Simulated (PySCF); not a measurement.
**Electronic absorption of C2H6OSSi**

C2H6OSSi.
Numbering: `[CH2:1]1[CH2:2][S:3][SiH2:4][O:5]1` (hydrogens: H6, H7 on C1; H8, H9 on C2; H10, H11 on Si4)

Structure used (GFN2-xTB), in Å, numbered top down from 1:
```xyz
11
C2H6OSSi angstrom
C     -0.613    0.771   -0.529
C     -1.196   -0.378    0.280
S      0.028   -1.732    0.325
Si     1.634   -0.309    0.215
O      0.727    0.982   -0.179
H     -0.673    0.545   -1.599
H     -1.161    1.697   -0.331
H     -2.110   -0.763   -0.164
H     -1.385   -0.073    1.309
H      2.521   -0.707   -0.861
H      2.233   -0.030    1.506
```

Computed with TDDFT CAM-B3LYP/def2-SVPD, vertical, gas phase, core orbitals frozen in the response (PySCF 2.14.0, density-fitted response routines).

Q: What does the calculation give for the low-lying excited states?

A: 

```json
{"state": "S1", "E (eV)": "5.49", "E (hartree)": "0.2017", "f": "0.0008", "main configurations (H = HOMO, L = LUMO)": "H→L (81%), H→L+2 (10%)"}
{"state": "S2", "E (eV)": "6.10", "E (hartree)": "0.2240", "f": "0.020", "main configurations (H = HOMO, L = LUMO)": "H→L+1 (65%), H→L+2 (20%)"}
{"state": "S3", "E (eV)": "6.54", "E (hartree)": "0.2404", "f": "0.016", "main configurations (H = HOMO, L = LUMO)": "H→L+2 (43%), H→L+1 (28%)"}
{"state": "S4", "E (eV)": "7.16", "E (hartree)": "0.2631", "f": "0.0029", "main configurations (H = HOMO, L = LUMO)": "H-1→L (82%)"}
{"state": "S5", "E (eV)": "7.24", "E (hartree)": "0.2661", "f": "0.031", "main configurations (H = HOMO, L = LUMO)": "H→L+3 (43%), H-2→L (29%), H→L+4 (16%)"}
{"state": "S6", "E (eV)": "7.29", "E (hartree)": "0.2679", "f": "0.0074", "main configurations (H = HOMO, L = LUMO)": "H→L+4 (46%), H-2→L (37%)"}
{"state": "S7", "E (eV)": "7.37", "E (hartree)": "0.2709", "f": "0.018", "main configurations (H = HOMO, L = LUMO)": "H→L+3 (41%), H→L+4 (27%), H-2→L (18%)"}
{"state": "S8", "E (eV)": "7.43", "E (hartree)": "0.2732", "f": "0.0088", "main configurations (H = HOMO, L = LUMO)": "H→L+5 (51%), H→L+6 (18%)"}
```

Triplets, Tamm–Dancoff:

```csv
state,E (eV),λ (nm),"main configurations (H = HOMO, L = LUMO)"
T1,5.07,244.7,"H→L (74%), H→L+2 (9%)"
T2,5.75,215.5,"H→L+1 (52%), H→L+2 (25%)"
T3,6.33,195.8,"H→L+1 (37%), H→L+2 (30%), H→L+5 (9%)"
```

The lowest singlet comes at 226 nm (530 kJ/mol) in the ultraviolet; it is very weak; its leading configuration is HOMO→LUMO (81%). The most intense listed level is S5 at 7.24 eV (171 nm, f = 0.031), 1.75 eV above S1. Löwdin shares by element: HOMO sulfur 71%, carbon 10% or more, silicon 8%; LUMO sulfur 31%, silicon 27%, hydrogen 9% or more, carbon 8% or more (atoms not listed hold the other 25%). The oscillator strengths of these states sum to 0.104; summed over the whole spectrum of an exact calculation they would give the number of electrons, 56 (Thomas–Reiche–Kuhn). Orbital energies (eV): HOMO-3 -10.90, HOMO-2 -10.00, HOMO-1 -9.80, HOMO -8.22, LUMO 0.72, LUMO+1 1.17, LUMO+2 1.38. Weighted by f, the mean energy of these states is 6.94 eV. The window holds the lowest 8 singlets.

One conformer stands for the species.

Without π bonds the low states are Rydberg-like; a valence basis with one diffuse set may place them up to an eV too high.
